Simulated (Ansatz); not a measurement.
**Four-centre ligand exchange**

Start structure (GaH3BrCl, closed shell), relaxed at PBE0-D4/def2-TZVP:

```xyz
6
angstrom
Ga -0.7015 -0.4012 0.4115
Br -0.9975 1.7710 -0.4298
H -1.2002 -1.5175 -0.5492
H -0.3611 -0.4438 1.9281
H 1.3972 0.8754 -0.8528
Cl 1.8629 -0.2839 -0.5079
```

The step: GaH₂Br ([GaH2][Br]) + HCl → GaH₂Cl ([Cl][GaH2]) + HBr (still joined by a long Ga–Br bond); bonds formed: Br2–H5; dative contacts that become bonds: Ga1–Cl6; bonds broken: H5–Cl6; bonds weakened to dative contacts: Ga1–Br2. Ansatz 0.2.0; basis: def2-TZVPP and def2-QZVPP; cores frozen in the correlated methods. Filled d shells of the heavier atoms are correlated. The def2 sets are not built for correlating such inner shells, so the correlated values are less sure here. Extrapolation: Hartree–Fock as exp(−7.88 √X), correlation as X^−2.97. Energies below are by CCSD(T) at an estimated basis limit (MP2 extrapolated from triple and quadruple zeta, plus CCSD(T) − MP2 in triple zeta).

What are the electronic barrier and the energy of the step, from the start structure to the end structure? (To be estimated.)

The calculation gives: Barrier 31.7 kJ/mol; step energy 9.4 kJ/mol (uphill); reverse barrier, their difference, 22.3 kJ/mol. Barrier and step energy count from the start structure, the reverse barrier from the end structure.

The saddle point: One imaginary mode of 272i cm⁻¹.
```tsv
pair	start (Å)	saddle (Å)	end (Å)
Ga1–Cl6	2.73	2.34	2.19
Br2–H5	2.59	1.63	1.43
Ga1–Br2	2.35	2.59	2.89
H5–Cl6	1.30	1.67	2.69
```

Zero-point energy (harmonic, PBE0-D4): ZPE is 60.5 kJ/mol at the start and 54.5 kJ/mol at the saddle, so the barrier goes from 31.7 to 25.8 kJ/mol.

First-order rate constant out of the start structure at 298 K by transition-state theory, with harmonic vibrational free energies alone and no tunnelling: ΔA‡ = 30.5 kJ/mol, so k = (kB T/h) exp(−ΔA‡/kB T) ≈ 10^7 s⁻¹ (an order of magnitude at best: rotation, the number of equivalent paths and anharmonicity are left out).

The T1 diagnostic stays at or below 0.011.

Labels in which every atom is bracketed show which atoms are joined, not bond orders.

For scale, one of the runs: CCSD(T)/def2-TZVPP, 180 basis functions, launched by `ansatz run in.yaml --threads 4 --pin off --events-out ev --progress --plain --max-ram 9574MiB`. The run took 42 s on 4 CPU threads of an Arm Neoverse V2 (shared host), with 1.7 GiB of host memory at its peak.
